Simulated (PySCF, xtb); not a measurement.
F3H3O3Si2, SMILES O[Si](O)(O)[Si](F)(F)F. One conformer was computed; it need not be the lowest.

Harmonic wavenumbers (cm⁻¹) from GFN2-xTB run with xtb at its own minimum, in rising order: 20, 94, 95, 163, 164, 199, 200, 212, 248, 249, 269, 299, 299, 327, 513, 764, 782, 782, 812, 877, 877, 896, 957, 958, 3696, 3696, 3699.

Task: What does PBE-D3(BJ)/def2-SVP run with PySCF give at its own minimum? (Estimate from the structure and the level; the computed values follow.)

Result: 29, 38, 38, 146, 146, 199, 204, 204, 256, 288, 288, 314, 314, 366, 493, 760, 762, 762, 782, 852, 923, 923, 954, 954, 3762, 3762, 3763. Paired by order, the mean absolute difference is 26 cm⁻¹ and the zero-point energies are 31.7 and 31.8 kcal/mol.
